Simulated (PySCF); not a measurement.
# Bond lengths and vibrations by method: AlBFH2 cation

All numbers below are calculated, not measured. They come from PySCF 2.14.0, an open-source quantum chemistry program, on an isolated molecule that a program drew, which may never have been made. The molecule is AlBFH2 cation (charge +1, singlet), drawn as the SMILES string `F[BH][AlH+]`.

The geometry was optimised and harmonic frequencies were computed with HF and MP2, all in the cc-pV(D+d)Z basis, for the commonest isotopes, with a restricted reference for singlets and an unrestricted one otherwise, and a frozen core in MP2. Each result is a local minimum of its method.

Geometry at the HF minimum:
```xyz
5
AlBFH2 cation, angstrom
F     0.4883    1.1771    2.5800
B     0.5554    2.0790    1.6455
Al   -0.0289    1.3485   -0.3616
H     0.8980    3.2005    1.8341
H    -0.4352    0.8486   -1.7729
```

Lengths of the bonds as drawn, in Å (atoms numbered as above):
| bond | HF | MP2 |
|---|---|---|
| F1-B2 | 1.300 | 1.315 |
| B2-Al3 | 2.214 | 2.214 |
| B2-H4 | 1.188 | 1.197 |
| Al3-H5 | 1.551 | 1.557 |

Rotational constants, in GHz:
| constant | HF | MP2 |
|---|---|---|
| A | 50.32 | 49.95 |
| B | 4.394 | 4.351 |
| C | 4.041 | 4.002 |

Harmonic frequencies in cm^-1, each column in rising order, so a row needn't be the same motion in every method:
| rank | HF | MP2 |
|---|---|---|
| 1 | 226 | 212 |
| 2 | 396 | 372 |
| 3 | 420 | 399 |
| 4 | 550 | 533 |
| 5 | 793 | 759 |
| 6 | 1116 | ? |
| 7 | 1352 | 1315 |
| 8 | 2130 | 2079 |
| 9 | 2830 | 2753 |

**Estimate the missing MP2 frequency from the HF column.**

A single factor s that minimises the squared misfit of MP2 against s times HF over the other rows is sum(HF x MP2) / sum(HF^2) = 0.9723, with an rms misfit of 8 cm^-1. For rank 6 it gives 0.9723 x 1116 = 1085 cm^-1. The calculation gives 1068 cm^-1, 17 cm^-1 below the estimate. The drawn bonds are on average 0.6 % longer in MP2 than in HF.
